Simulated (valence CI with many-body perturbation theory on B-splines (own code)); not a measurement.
**E1 line list for Rb³⁰⁺**

Calculated by relativistic CI+MBPT: five valence electrons over a frozen Dirac-Fock core [He], radial functions for each j: 11 s, 11 p, 10 d, 8 f, 5 g, 2 h, with the one-electron correlation potential Σ1 (screened to all orders), the two-electron term Σ2, the three-electron term Σ3, Breit, model QED; selected single and double excitations, second order for the rest, scaled by the run's own slope (own B-spline code, finite nucleus).

No measured spectrum was set against this ion. As an estimate, large intervals hold to a few tenths of a per cent, small ones and those within an open d or f shell to about a per cent. Among the levels kept, up to 5300 cm⁻¹ of a level comes from second order outside the variational space, and about a tenth of that is noise between levels of different J, which matters for small intervals.

Lines 151 to 200 of 592 in falling wavelength, among levels below 179.57 Ry, chosen from the strongest by gf and those to the six lowest levels. Wavelengths and rates use the calculated energies. Electric multipoles are in the length gauge with retardation, E1 and E2 with the static RPA response of the core. Weak lines are less certain than strong ones. Lines between different terms over intervals too small for the method are left out, as are lines whose strength nearly cancels. The highest levels of a list are the least certain.

Levels are named by their leading jj configuration (3d3/2^4 stands for four electrons in 3d with j = 3/2), which in mixed levels can hold well under half, so a name can repeat and another be missing. Letters in brackets count levels of one name in rising energy.

| λ vac (Å) | Upper | Lower | A (s⁻¹) | log gf | Branch % |
| --- | --- | --- | --- | --- | --- |
| 190.7 | (2s 2p1/2 2p3/2^2 3d3/2) J=7/2 [b] | (2s 2p1/2 2p3/2^2 3p1/2) J=7/2 [b] | 3.08e+09 | -0.87 | 0.0 |
| 190.2 | (2s 2p1/2 2p3/2^2 3d3/2) J=7/2 [c] | (2s 2p1/2 2p3/2^2 3p1/2) J=5/2 [c] | 5.33e+09 | -0.64 | 0.0 |
| 190.1 | (2s 2p1/2 2p3/2^2 3d3/2) J=7/2 [a] | (2s 2p1/2 2p3/2^2 3p1/2) J=5/2 [a] | 4.03e+09 | -0.76 | 0.1 |
| 189.8 | (2s 2p1/2 2p3/2^2 3d3/2) J=3/2 [d] | (2s 2p1/2 2p3/2^2 3p1/2) J=1/2 [b] | 4.47e+09 | -1.02 | 0.0 |
| 188.7 | (2s 2p1/2 2p3/2^2 3d5/2) J=7/2 [b] | (2s 2p1/2 2p3/2^2 3p3/2) J=7/2 [a] | 2.83e+09 | -0.92 | 0.0 |
| 188.1 | (2s^2 2p1/2^2 3d3/2) J=3/2 | (2s^2 2p1/2^2 3p1/2) J=1/2 | 9.27e+09 | -0.71 | 0.1 |
| 187.6 | (2s^2 2p3/2^2 3d3/2) J=3/2 [b] | (2s^2 2p3/2^2 3p1/2) J=1/2 | 6.25e+09 | -0.88 | 0.0 |
| 187.2 | (2s^2 2p1/2 2p3/2 3p3/2) J=5/2 [b] | (2s^2 2p1/2 2p3/2 3s) J=3/2 [b] | 8.74e+09 | -0.56 | 3.0 |
| 187.0 | (2s 2p1/2 2p3/2^2 3d3/2) J=3/2 [a] | (2s 2p1/2 2p3/2^2 3p1/2) J=3/2 [a] | 5.71e+09 | -0.92 | 0.0 |
| 186.8 | (2s 2p1/2 2p3/2^2 3d3/2) J=5/2 [a] | (2s 2p1/2 2p3/2^2 3p1/2) J=3/2 [a] | 2.72e+09 | -1.07 | 0.0 |
| 185.7 | (2s 2p1/2 2p3/2^2 3d5/2) J=5/2 [d] | (2s 2p1/2 2p3/2^2 3p1/2) J=3/2 [b] | 3.32e+09 | -0.99 | 0.0 |
| 185.2 | (2s^2 2p1/2 2p3/2 3d3/2) J=3/2 [a] | (2s^2 2p1/2 2p3/2 3p1/2) J=1/2 | 5.43e+09 | -0.95 | 0.0 |
| 184.5 | (2s 2p1/2^2 2p3/2 3p3/2) J=1/2 [b] | (2s 2p1/2^2 2p3/2 3s) J=1/2 | 1.19e+10 | -0.92 | 0.3 |
| 183.8 | (2s 2p1/2 2p3/2^2 3d3/2) J=9/2 | (2s 2p1/2 2p3/2^2 3p1/2) J=7/2 [b] | 2.50e+09 | -0.90 | 2.5 |
| 183.1 | (2s 2p1/2 2p3/2^2 3d3/2) J=1/2 [a] | (2s 2p1/2 2p3/2^2 3p1/2) J=3/2 [a] | 9.71e+09 | -1.01 | 0.1 |
| 179.7 | (2s^2 2p1/2 2p3/2 3d3/2) J=1/2 [a] | (2s^2 2p1/2 2p3/2 3p1/2) J=1/2 | 8.29e+09 | -1.10 | 0.1 |
| 177.7 | (2s^2 2p3/2^2 3d5/2) J=5/2 [a] | (2s^2 2p3/2^2 3p3/2) J=5/2 | 3.59e+09 | -0.99 | 0.0 |
| 177.5 | (2s 2p1/2^2 2p3/2 3d3/2) J=1/2 [b] | (2s 2p1/2^2 2p3/2 3p1/2) J=1/2 | 8.81e+09 | -1.08 | 0.1 |
| 177.1 | (2s^2 2p1/2 2p3/2 3p3/2) J=5/2 [b] | (2s^2 2p1/2 2p3/2 3s) J=5/2 | 5.56e+09 | -0.80 | 1.9 |
| 175.2 | (2s 2p1/2 2p3/2^2 3d3/2) J=5/2 [c] | (2s 2p1/2 2p3/2^2 3p1/2) J=5/2 [c] | 3.03e+09 | -1.08 | 0.0 |
| 172.0 | (2s 2p1/2^2 2p3/2 3p3/2) J=5/2 [a] | (2s 2p1/2^2 2p3/2 3s) J=5/2 | 5.50e+09 | -0.83 | 0.0 |
| 171.3 | (2s^2 2p3/2^2 3p3/2) J=3/2 [a] | (2s^2 2p3/2^2 3s) J=3/2 | 5.39e+09 | -1.02 | 0.1 |
| 168.3 | (2s^2 2p1/2 2p3/2 3d3/2) J=5/2 [b] | (2s^2 2p1/2 2p3/2 3p1/2) J=5/2 | 3.69e+09 | -1.03 | 0.0 |
| 166.6 | (2s^2 2p1/2 2p3/2 3p3/2) J=1/2 [b] | (2s^2 2p1/2 2p3/2 3s) J=3/2 [b] | 1.57e+10 | -0.88 | 2.9 |
| 163.2 | (2p1/2^2 2p3/2^2 3s) J=1/2 | (2s 2p3/2^3 3s) J=1/2 | 1.02e+10 | -1.09 | 0.2 |
| 155.5 | (2s^2 2p3/2^2 3p3/2) J=3/2 [b] | (2s^2 2p3/2^2 3s) J=3/2 | 1.10e+10 | -0.80 | 0.3 |
| 117.6 | (2s 2p1/2 2p3/2^2 3p1/2) J=7/2 [b] | (2s^2 2p3/2^2 3p1/2) J=5/2 | 5.43e+09 | -1.05 | 0.1 |
| 110.6 | (2s 2p1/2 2p3/2^2 3s) J=7/2 | (2s^2 2p3/2^2 3s) J=5/2 | 7.40e+09 | -0.96 | 0.1 |
| 106.5 | (2s 2p1/2^2 2p3/2^2) J=5/2 | (2s^2 2p1/2 2p3/2^2) J=5/2 | 2.05e+09 | -1.68 | 6.3 |
| 102.3 | (2p1/2^2 2p3/2^2 3s) J=5/2 | (2s 2p1/2 2p3/2^2 3s) J=3/2 [d] | 1.17e+10 | -0.96 | 0.4 |
| 95.58 | (2s 2p1/2^2 2p3/2^2) J=5/2 | (2s^2 2p1/2 2p3/2^2) J=3/2 | 6.81e+09 | -1.25 | 20.9 |
| 89.83 | (2s 2p1/2 2p3/2^3) J=5/2 | (2s^2 2p3/2^3) J=3/2 | 9.39e+09 | -1.17 | 9.8 |
| 85.61 | (2p1/2^2 2p3/2^3) J=3/2 | (2s 2p1/2 2p3/2^3) J=3/2 [b] | 3.23e+10 | -0.85 | 11.8 |
| 82.63 | (2p1/2 2p3/2^4) J=1/2 | (2s 2p3/2^4) J=1/2 | 4.83e+10 | -1.00 | 14.4 |
| 74.79 | (2s 2p1/2 2p3/2^2 3p3/2) J=7/2 [a] | (2s^2 2p1/2 2p3/2 3p3/2) J=5/2 [b] | 1.34e+10 | -1.05 | 0.1 |
| 74.60 | (2p1/2^2 2p3/2^2 3s) J=3/2 | (2s 2p1/2 2p3/2^2 3s) J=5/2 [b] | 5.64e+10 | -0.73 | 0.6 |
| 74.04 | (2s 2p1/2 2p3/2^2 3d5/2) J=9/2 [a] | (2s^2 2p1/2 2p3/2 3d5/2) J=7/2 [a] | 1.61e+10 | -0.88 | 61.8 |
| 73.35 | (2s 2p1/2 2p3/2^3) J=3/2 [b] | (2s^2 2p3/2^3) J=3/2 | 1.45e+10 | -1.33 | 4.9 |
| 73.31 | (2s 2p1/2 2p3/2^2 3s) J=5/2 [a] | (2s^2 2p1/2 2p3/2 3s) J=3/2 [a] | 3.20e+10 | -0.81 | 0.5 |
| 73.15 | (2p1/2^2 2p3/2^2 3s) J=5/2 | (2s 2p1/2 2p3/2^2 3s) J=7/2 | 3.92e+10 | -0.72 | 1.4 |
| 71.67 | (2s 2p1/2 2p3/2^2 3d5/2) J=11/2 | (2s^2 2p1/2 2p3/2 3d5/2) J=9/2 | 1.16e+10 | -0.97 | 64.2 |
| 70.69 | (2s 2p1/2 2p3/2^2 3s) J=7/2 | (2s^2 2p1/2 2p3/2 3s) J=5/2 | 2.13e+10 | -0.89 | 0.2 |
| 70.58 | (2s 2p1/2 2p3/2^2 3p3/2) J=9/2 | (2s^2 2p1/2 2p3/2 3p3/2) J=7/2 | 1.36e+10 | -0.99 | 28.4 |
| 70.52 | (2p1/2^2 2p3/2^3) J=3/2 | (2s 2p1/2 2p3/2^3) J=5/2 | 6.23e+10 | -0.73 | 22.8 |
| 67.60 | (2p1/2^2 2p3/2^2 3s) J=3/2 | (2s 2p1/2 2p3/2^2 3s) J=3/2 [a] | 3.21e+10 | -1.06 | 0.3 |
| 67.43 | (2s 2p1/2^2 2p3/2^2) J=5/2 | (2s^2 2p1/2^2 2p3/2) J=3/2 | 2.37e+10 | -1.01 | 72.8 |
| 66.44 | (2p1/2^2 2p3/2^2 3s) J=5/2 | (2s 2p1/2 2p3/2^2 3s) J=5/2 [a] | 2.92e+10 | -0.94 | 1.0 |
| 64.59 | (2p1/2^2 2p3/2^3) J=3/2 | (2s 2p1/2 2p3/2^3) J=3/2 [a] | 4.99e+10 | -0.90 | 18.2 |
| 63.18 | (2s 2p3/2^3 3d5/2) J=9/2 | (2s^2 2p3/2^2 3d5/2) J=9/2 | 7.33e+10 | -0.36 | 63.1 |
| 62.92 | (2s 2p3/2^3 3d5/2) J=7/2 | (2s^2 2p3/2^2 3d3/2) J=7/2 | 1.70e+10 | -1.09 | 0.0 |
